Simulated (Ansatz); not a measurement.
Isolated molecules relaxed with PBE0-D4/def2-TZVP in Ansatz; ΔE leaves out vibrations. CCSD(T)/CBS adds triple-zeta CCSD(T) − MP2 to the extrapolated MP2 energy (def2 sets, frozen cores). def2 core potentials past Kr. For Sn, Zn outer-core shells are correlated without core-valence functions, which leaves a few kJ/mol of doubt a bond. Scalar relativity is left out up to krypton. One conformer a species, not always the lowest.

`[CH3][SnH2][SiH2]Cl` + `B[CH2][Zn][CH3]` → `[CH3][Zn][SiH2]Cl` + `B[CH2][SnH2][CH3]`  (redistribution)

```csv
species,CCSD(T)/def2-TZVPP energy (Eh)
`[CH3][SnH2][SiH2]Cl`,-1004.71813
`B[CH2][Zn][CH3]`,-1883.31900
`[CH3][Zn][SiH2]Cl`,-2568.13296
`B[CH2][SnH2][CH3]`,-319.89530
```

(1) Work out ΔE.

Largest T1 diagnostic among the species: 0.013.

Answers

(1) ΔE = (-2568.13296) + (-319.89530) − (-1004.71813) − (-1883.31900) = 0.00887 Eh = +0.24 eV. CCSD(T)/CBS gives +0.21 eV.

In def2-TZVPP, CCSD(T) changes the Hartree–Fock value by +0.06 eV (the triples alone add +0.01 eV) and MP2 by +0.09 eV.
